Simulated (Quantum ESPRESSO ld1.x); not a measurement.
The numbers below are computed, except where a source is named.
Excited configurations of Au: one electron is placed in a higher orbital outside [Xe] 4f14 5d10. The ground configuration is [Xe] 4f14 5d10 6s1. Code: ld1.x of Quantum ESPRESSO 7.5. Model: non-relativistic Kohn-Sham, LDA (Slater exchange, VWN5 correlation), spin-unpolarised, spherical densities, point nucleus; relativity is left out, which matters for an element this heavy. Excitation = E - E(ground); binding = E(ion) - E, where the ion is the core of charge +1; n* = 1/sqrt(2 binding) in atomic units, and the quantum defect is n - n*.

outer orbital  excitation (eV)  binding (eV)     n*  quantum defect  eigenvalue (eV)  <r> (bohr)
5f                       6.695         0.911  3.865           1.135           -0.441       17.57
6p                       3.587         4.019  1.840           4.160           -1.850       4.724
6d                       6.039         1.566  2.947           3.053           -0.726       10.41
6f                       6.979         0.627  4.658           1.342           -0.369       29.81
7s                       5.199         2.406  2.378           4.622           -1.427       8.949
7p                       5.849         1.757  2.783           4.217           -1.007       11.50
7d                       6.635         0.971  3.743           3.257           -0.557       19.77
7f                       7.153         0.453  5.482           1.518           -0.288       44.68

The Delta-SCF ionisation energy is 7.606 eV (NIST Atomic Spectra Database: 9.226 eV, measured). Self-interaction in the functional shifts the binding energies and quantum defects, so they are the method's values and not measured ones. Relativity is left out here, which matters for elements this heavy. Spin polarisation and multiplet splitting are left out, so open shells lie too high by an amount that depends on their filling.

Beside tabulated values, note that spin-unpolarised runs miss the spin-polarisation part of the exchange energy of open shells.
